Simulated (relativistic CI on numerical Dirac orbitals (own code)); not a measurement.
**What each ingredient does to the levels of Sm XXIII**

Base calculation: Dirac-Coulomb-Breit CI, KLI orbitals optimised for each configuration, QED by a radiative potential, unscaled Slater integrals.

CI space (outside the closed core [Ar] 3d10): 4s2.4p6.4d4, 4s2.4p5.4d5, 4s2.4p6.4d3.4f, 4s.4p6.4d5, 4s2.4p5.4d4.4f, 4s2.4p6.4d3.5s, 4s.4p6.4d4.4f, 4s2.4p6.4d3.5p, 4s2.4p6.4d2.4f.5s, 4s2.4p6.4d3.5d, 4s2.4p5.4d4.5s, 4s2.4p6.4d2.5s.5p, 4s2.4p6.4d3.5f, 4s2.4p6.4d3.6s, 4s2.4p6.4d3.6p, 4s.4p6.4d3.4f.5s, 4p6.4d5.4f, 4s2.4p6.4d3.6f, 4s2.4p6.4d3.7p, 4p6.4d6, 4p5.4d7, 4p5.4d6.4f, 4s2.4p6.4d2.5s2, 4s2.4p6.4d.4f.5s2, 4s2.4p5.4d2.4f.5s2, 4s.4p6.4d2.4f.5s2. Double excitations out of closed p, d and f shells are left out; levels of such configurations are missing from the list, as are those of other unlisted configurations, and high levels can miss mixing partners. These lack a partner that the ground configuration has and come out too high: 4s2.4p5.4d4.5s.

Variants: (1) configuration mixing switched off. Shifts of the energy above 4s2.4p6.4d4 5D_0, in cm⁻¹, for the lowest level and the first level of each name with at least 55 % of one term (blank where a level changes its place among those of its configuration and J or its character, or is not in the variant):

```csv
Level,Base,Δ(1)
4s2.4p6.4d4 5D_0,0,0
4s2.4p6.4d4 5D_1,28064,+1167
4s2.4p6.4d4 5D_2,46810,+1820
4s2.4p6.4d4 5D_3,57920,+2037
4s2.4p6.4d4 3G_3,98153,+2842
4s2.4p6.4d4 3H_5,104989,+3859
4s2.4p6.4d4 3H_6,112162,+4257
4s2.4p6.4d4 3P_1,112679,+467
4s2.4p6.4d4 3G_4,122996,+3881
4s2.4p6.4d4 3G_5,160307,+3941
4s2.4p6.4d4 1I_6,163868,+4479
4s2.4p6.4d4 3D_1,165025,+2618
4s2.4p6.4d4 3P_2,181734,+2078
4s2.4p6.4d4 1S_0,186220,+1171
4s2.4p6.4d4 3P_0,234166,+978
4s2.4p5.4d5 7P°_4,926037,-25515
4s2.4p5.4d5 5G°_6,1002343,-24675
4s2.4p5.4d5 5P°_1,1002366,-25473
4s2.4p5.4d5 5H°_7,1022182,-22466
4s2.4p5.4d5 5D°_0,1050500,
```

At this charge energies of transitions that change n are usually good to better than 1 %, and those within a shell (Δn = 0) to a few per cent. Terms inside the open d or f shell come out 10 to 20 % too wide with unscaled integrals.

Ionisation energy from the two ground configurations alone: base 702.242 eV. The NIST ASD value (theoretical) is 702 eV.

LS names give the leading component of a level, which can be under half, so a name can repeat, a term be missing and a line seem to break the LS rules.
